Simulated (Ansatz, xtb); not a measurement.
Molecule: formyl cation, CHO, net charge 1, singlet state. It need not be the lowest isomer of its formula. SMILES: C#[O+]
Structure (B3LYP-D3(BJ)/def2-TZVP (Ansatz, a program for electronic structure) minimum search):
```xyz
3

C      0.0000     0.0000    -0.5143
O      0.0000     0.0000     0.5871
H      0.0000     0.0000    -1.6107
```
Charge +1, spin multiplicity 1.

Harmonic wavenumbers from GFN2-xTB (xtb, at its own minimum), cm⁻¹: 857, 857, 2285, 2972.

Problem. Give the harmonic wavenumbers at B3LYP-D3(BJ)/def2-TZVP (Ansatz, finite differences of forces, unscaled).

Solution. 869, 869, 2267, 3209 cm⁻¹. Zero-point energy 10.3 kcal/mol.

Problem. From these and the geometry, give the ideal-gas thermochemistry at 298.15 K and 1 atm (rigid rotor, harmonic oscillator).

Solution. Point group C∞v, rotational symmetry number 1. Rotational constants 45.04, 45.04 GHz. S(trans) 36.03, S(rot) 11.78, S(vib) 0.32, S(elec, spin only) 0.00, S 48.1 cal/(mol K). H(298) - H(0) 2.15 kcal/mol; G - E(el) -1.9 kcal/mol.
